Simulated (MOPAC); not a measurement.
A run for MOPAC: PM3 on H6NP (a complex).

```
PM3 1SCF PRECISE CHARGE=0 THREADS=1
H6NP

N     -0.06426243 1    -0.11648452 1     0.07645493 1
H     -0.90630648 1    -0.68055080 1     0.07660414 1
H     -0.34211261 1     0.83583316 1    -0.13135445 1
H      0.52021951 1    -0.43874063 1    -0.68637640 1
P     -0.08892114 1     0.44719329 1     3.25024254 1
H      1.15657952 1     0.94731977 1     2.80238959 1
H      0.27003795 1     0.51949106 1     4.62556233 1
H      0.29869341 1    -0.90768121 1     3.12327460 1
```

Output:

```
*******************************************************************************
 **                                                                           **
 **                              MOPAC v23.2.5                                **
 **                                                                           **
 *******************************************************************************
 ** MOPAC's Digital Object Identifier: https://doi.org/10.5281/zenodo.6511958 **
 **                                                                           **
 ** Please cite the open-source release paper for use of this MOPAC version:  **
 ** J. E. Moussa and J. J. P. Stewart (2026)                                  **
 ** MOPAC: An open-source semiempirical molecular orbital program             **
 ** J. Open Source Softw., 11(119), 8025, https://doi.org/10.21105/joss.08025 **
 *******************************************************************************

                              PM3 CALCULATION RESULTS

 *******************************************************************************
 *  PM3        - The PM3 Hamiltonian to be used
 *
 *
 *
 *                 CHARGE ON SYSTEM = 0
 *
 *
 *
 *  PRECISE    - TIGHTER CRITERIA TO BE USED
 *  1SCF       - DO 1 SCF AND THEN STOP
 *  THREADS=1  - MULTI-THREADING NOT USED
 *  T=         - A TIME OF 172800.0 SECONDS REQUESTED
 *  DUMP=N     - RESTART FILE WRITTEN EVERY 7200.0 SECONDS REQUESTED
 *******************************************************************************
PM3 1SCF PRECISE CHARGE=0 THREADS=1
 H6NP

   ATOM   CHEMICAL          X               Y               Z
  NUMBER   SYMBOL      (ANGSTROMS)     (ANGSTROMS)     (ANGSTROMS)

     1       N         -0.06426243  *  -0.11648452  *   0.07645493  *
     2       H         -0.90630648  *  -0.68055080  *   0.07660414  *
     3       H         -0.34211261  *   0.83583316  *  -0.13135445  *
     4       H          0.52021951  *  -0.43874063  *  -0.68637640  *
     5       P         -0.08892114  *   0.44719329  *   3.25024254  *
     6       H          1.15657952  *   0.94731977  *   2.80238959  *
     7       H          0.27003795  *   0.51949106  *   4.62556233  *
     8       H          0.29869341  *  -0.90768121  *   3.12327460  *



          CARTESIAN COORDINATES

    NO.       ATOM           X           Y           Z

     1         N         -0.0643     -0.1165      0.0765
     2         H         -0.9063     -0.6806      0.0766
     3         H         -0.3421      0.8358     -0.1314
     4         H          0.5202     -0.4387     -0.6864
     5         P         -0.0889      0.4472      3.2502
     6         H          1.1566      0.9473      2.8024
     7         H          0.2700      0.5195      4.6256
     8         H          0.2987     -0.9077      3.1233

  H: (PM3): J. J. P. STEWART, J. COMP. CHEM. 10, 209 (1989).
  N: (PM3): J. J. P. STEWART, J. COMP. CHEM. 10, 209 (1989).
  P: (PM3): J. J. P. STEWART, J. COMP. CHEM. 10, 209 (1989).

           Empirical Formula: H6 N P  =     8 atoms



      MOLECULAR POINT GROUP   :   Cs


      RHF CALCULATION, NO. OF DOUBLY OCCUPIED LEVELS = 8


 -------------------------------------------------------------------------------
 PM3 1SCF PRECISE CHARGE=0 THREADS=1
 H6NP



     1SCF WAS SPECIFIED, SO BFGS WAS NOT USED
     SCF FIELD WAS ACHIEVED


                              PM3 CALCULATION
                                                       MOPAC v23.2.5 Linux




          FINAL HEAT OF FORMATION =          4.15414 KCAL/MOL =      17.38090 KJ/MOL


          COSMO AREA              =         97.87 SQUARE ANGSTROMS
          COSMO VOLUME            =         76.94 CUBIC ANGSTROMS

          IONIZATION POTENTIAL    =          8.861229 EV
          HOMO LUMO ENERGIES (EV) =         -8.861  1.677
          NO. OF FILLED LEVELS    =          8
          MOLECULAR WEIGHT        =         51.0279         POINT GROUP:  Cs

          MOLECULAR DIMENSIONS (Angstroms)

            Atom       Atom       Distance
            H     7    H     4     5.40347
            H     2    H     6     2.46627
            H     3    H     8     2.39529


          SCF CALCULATIONS        =          1





   ATOM   CHEMICAL          X               Y               Z
  NUMBER   SYMBOL      (ANGSTROMS)     (ANGSTROMS)     (ANGSTROMS)

     1       N         -0.06426243  *  -0.11648452  *   0.07645493  *
     2       H         -0.90630648  *  -0.68055080  *   0.07660414  *
     3       H         -0.34211261  *   0.83583316  *  -0.13135445  *
     4       H          0.52021951  *  -0.43874063  *  -0.68637640  *
     5       P         -0.08892114  *   0.44719329  *   3.25024254  *
     6       H          1.15657952  *   0.94731977  *   2.80238959  *
     7       H          0.27003795  *   0.51949106  *   4.62556233  *
     8       H          0.29869341  *  -0.90768121  *   3.12327460  *

                             CARTESIAN COORDINATES

   1    N       -0.064262430    -0.116484520     0.076454930
   2    H       -0.906306480    -0.680550800     0.076604140
   3    H       -0.342112610     0.835833160    -0.131354450
   4    H        0.520219510    -0.438740630    -0.686376400
   5    P       -0.088921140     0.447193290     3.250242540
   6    H        1.156579520     0.947319770     2.802389590
   7    H        0.270037950     0.519491060     4.625562330
   8    H        0.298693410    -0.907681210     3.123274600


           Empirical Formula: H6 N P  =     8 atoms



      MOLECULAR POINT GROUP   :   Cs


                  EIGENVALUES
 -28.62783 -25.32488 -15.02556 -14.98058 -12.03133 -12.01563  -9.71267  -8.86123
   1.67737   1.71739   1.79681   3.33407   5.24465   5.24869


              NET ATOMIC CHARGES AND DIPOLE CONTRIBUTIONS

  ATOM NO.   TYPE          CHARGE      No. of ELECS.   s-Pop       p-Pop
    1          N          -0.006118        5.0061     1.43511     3.57101
    2          H           0.004073        0.9959     0.99593
    3          H           0.005100        0.9949     0.99490
    4          H          -0.001414        1.0014     1.00141
    5          P           0.428268        4.5717     1.70513     2.86661
    6          H          -0.135944        1.1359     1.13594
    7          H          -0.157832        1.1578     1.15783
    8          H          -0.136133        1.1361     1.13613
 DIPOLE           X         Y         Z       TOTAL
 POINT-CHG.    -1.366     0.515    -0.692     1.615
 HYBRID         1.534    -0.816    -0.509     1.810
 SUM            0.168    -0.302    -1.201     1.250


          ATOMIC ORBITAL ELECTRON POPULATIONS

     Atom    s        px        py        pz
    1  N   1.43511   1.12610   0.98658   1.45834
    2  H   0.99593
    3  H   0.99490
    4  H   1.00141
    5  P   1.70513   1.12743   0.88212   0.85706
    6  H   1.13594
    7  H   1.15783
    8  H   1.13613

 **********************
 *                    *
 * JOB ENDED NORMALLY *
 *                    *
 **********************




 == MOPAC DONE ==
```

The run finished.

Cost: around 0.020 core-seconds (rough).
